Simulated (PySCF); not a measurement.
## MPb for M along the third period

CCSD(T) with double-zeta basis sets in PySCF, for the lowest determinant that a PBE0 search found; no spin–orbit coupling. De refers to high-spin ground-configuration atoms.

| M | basis | reference, frozen orbitals | state (unpaired electrons) | Re (Å) | ωe (cm⁻¹) | De (eV) |
| --- | --- | --- | --- | --- | --- | --- |
| Na | def2-SVP | UHF, 5 | quartet (σ ↑, π ↑↑) | 3.000 | 170 | 1.05 |
| Mg | def2-SVP | ROHF, 5 | triplet (π ↑↑) | 2.881 | 192 | 0.63 |
| Al | def2-SVP | UHF, 9 | quartet (σ ↑, π ↑↑) | 2.735 | 246 | 1.85 |
| Si | def2-SVP | UHF, 9 | triplet (π ↑↑) | 2.620 | 308 | 2.04 |
| S | def2-SVP | RHF, 9 | singlet (closed shell) | 2.343 | 417 | 4.00 |
| Cl | def2-SVP | UHF, 9 | doublet (π ↑) | 2.499 | 324 | 3.15 |

The shortest bond is that of PbS (2.343 Å), the longest that of NaPb (3.000 Å). PbS is bound most strongly (4.00 eV) and MgPb least (0.63 eV).

The state changes along the series, so neighbouring rows are not always alike in their bonding.

Correlated steps freeze the inner cores (5 to 9 orbitals); shallow outer-core shells are correlated. UHF and ROHF references stand side by side, which adds small steps between rows. Correlated levels converge slowly with the basis: in double zeta they bind strong bonds too weakly, by up to about 1 eV, and carry superposition errors of some tenths. Spin–orbit coupling is left out, which matters for elements this heavy, above all for dissociation energies. Where the molecule has an RHF reference, its open-shell atoms are computed with UHF. The CCSD T1 diagnostic is raised in PbS, a sign that a single reference may not be enough there. States were picked by a PBE0 search and need not be the measured ground states.
